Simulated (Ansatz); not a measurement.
Total energies of C₁₀H₁₁FHfO (`[OH][Hf]12345678([F])([C@H]9[C@@H]1[C@@H]2[C@@H]3[C@H]94)[C@H]1[C@@H]5[C@@H]6[C@@H]7[C@H]18`).

```xyz
24

O     1.131   -0.105   -2.092
Hf   -0.026   -0.360   -0.506
F    -1.136   -1.855   -1.078
C    -0.594    2.007    0.187
C    -1.566    1.171    0.795
C    -2.359    0.617   -0.225
C    -1.882    1.098   -1.463
C    -0.805    1.970   -1.204
C     0.885   -2.266    0.918
C     1.975   -1.749    0.195
C     2.223   -0.436    0.657
C     1.279   -0.143    1.659
C     0.439   -1.272    1.813
H     0.872    0.341   -2.897
H     0.158    2.588    0.698
H    -1.678    0.997    1.854
H    -3.157   -0.098   -0.092
H    -2.268    0.828   -2.435
H    -0.218    2.496   -1.942
H     0.422   -3.229    0.763
H     2.502   -2.245   -0.605
H     2.982    0.232    0.279
H     1.211    0.778    2.219
H    -0.387   -1.364    2.503
```

The species carries charge 0 and has multiplicity 1. Correlated methods include outer-core shells of Hf, which these sets cover unevenly. Hf takes the def2 core potential. The geometry is a stationary point of PBE0-D4/def2-TZVP. It is one conformer, not always the lowest. Basis def2-TZVPP, the Gaussian-basis code of Ansatz.

RPA on PBE orbitals: Hartree–Fock energy of these orbitals -607.13124 Eh, correlation -3.78493 Eh (frozen core).

| functional | energy without D4 (Eh) | D4 term (kJ/mol) |
| --- | --- | --- |
| r2SCANh | -610.88458 | -22.1 |
| CAM-B3LYP | -610.87861 | -65.4 |

Q: Give the same for LDA (SPW92), PBE, revPBE, BLYP, r2SCAN, B97M-V, PBE0, B3LYP, r2SCAN0, HSE06 (plane-wave form), BHLYP, LC-ωPBE, ωB97X-V, ωB97M-V, B2PLYP, PBE-QIDH. (An estimate is asked.)

A: Computed: 
```
             functional  energy without D4 (Eh)  D4 term (kJ/mol)
            LDA (SPW92)              -606.36208                 –
                    PBE              -610.53368             -73.7
                 revPBE              -611.06655            -204.9
                   BLYP              -610.95451            -155.0
                 r2SCAN              -610.92934             -20.8
                 B97M-V              -611.18642                 –
                   PBE0              -610.54773             -63.8
                  B3LYP              -611.20713            -116.5
                r2SCAN0              -610.82051             -24.2
HSE06 (plane-wave form)              -610.51639             -59.9
                  BHLYP              -610.76712             -92.0
                LC-ωPBE              -610.84856                 –
                ωB97X-V              -611.01876                 –
                ωB97M-V              -610.93093                 –
                 B2PLYP              -610.65256                 –
               PBE-QIDH              -610.40384                 –
```

B3LYP takes the VWN-RPA correlation (the form of Gaussian; ORCA's B3LYP/G). HSE06 is the plane-wave form, built on full-range PBE exchange. The double hybrids freeze the cores in their second-order part.

LC-ωPBE has ω = 0.4 bohr⁻¹.
